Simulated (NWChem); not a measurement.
Molecule: NH₃SeO; SMILES N[Se]O

```xyz
6

Se     0.4125    -0.0086    -0.0337
O     -0.6430    -1.5243    -0.1078
H     -0.8007    -1.7798     0.8172
N     -0.7424     1.4134     0.0084
H     -1.3140     1.4614     0.8469
H     -1.3147     1.4908    -0.8278
```
Atoms are numbered in this order, from 1.

Level: B3LYP/6-31G* (spherical d) (NWChem), optimised geometry, unscaled harmonic frequencies. This build's default masses of Se (78.918 u) and Br (79.917 u) are each other's, which moves their modes by up to 0.6 %.

Q: List the harmonic frequencies with IR intensities, and the thermochemistry.

A: 
| frequency (cm⁻¹) | IR intensity (km/mol) |
|---|---|
| 238 | 18.0 |
| 431 | 85.4 |
| 479 | 75.0 |
| 562 | 226.3 |
| 616 | 19.1 |
| 784 | 67.7 |
| 1026 | 4.7 |
| 1113 | 50.1 |
| 1633 | 17.2 |
| 3501 | 4.8 |
| 3613 | 18.7 |
| 3715 | 41.0 |

| Property | Result |
|---|---|
| zero-point energy | 25.3 kcal/mol |
| thermal correction to the enthalpy at 298.15 K (with zero-point energy) | 28.6 kcal/mol |
| heat capacity Cv | 13.9 cal/(mol K) |
| entropy at 298.15 K and 1 atm (symmetry number 1) | 68.7 cal/(mol K) |
| dipole moment | 2.22 D |

Rigid rotor and harmonic oscillator.
